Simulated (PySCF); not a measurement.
HO2Si, SMILES [O][Si]O (connectivity only; charge and spin as stated), neutral, multiplicity 2.

Geometry: r2SCAN-D4/def2-TZVP. One conformer was computed; it need not be the lowest.

Computed with PBE/def2-TZVPD (PySCF).

The molecule is in vacuum.

The total energy is -440.33891 hartree, the point group is Cs and the α spin, highest occupied and lowest empty level comes out as -6.28 and -2.42 eV. The β spin, highest occupied and lowest empty level is -7.44 and -4.89 eV, the dipole moment is 4.43 D and the quadrupole, principal values (traceless, Buckingham form, about the centre of nuclear charge) comes out as -2.20, 0.64, 1.57 D·Å. The mean static polarisability is 38.4 bohr³ (5.69 Å³). The polarisability, principal values is 32.6, 35.8, 46.8 bohr³ and the ⟨S²⟩ is 0.753 (pure state 0.75).
